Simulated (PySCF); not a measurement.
Electron correlation in F⁺ (fluorine, charge +1)

[He] 2s2 2p4, high-spin 3P determinant. All numbers are calculated (PySCF 2.14, the spin-free X2C one-electron Hamiltonian (Gaussian nucleus), in x2c-QZVPPall (7s4p3d2f1g, 57 functions)). Frozen: nothing; 8 electrons correlated.

```csv
level,correlation energy (mhartree)
CCSD,-197.18
(T),-2.62
CCSD(T),-199.80
```

Diagnostics: T1 = 0.0034, D1 = 0.0084, largest double amplitude 0.025.

Cost of the coupled-cluster step: about 7 core-seconds, for 8 correlated electrons.

This basis was not built for core-valence correlation, so the inner-shell part is incomplete.
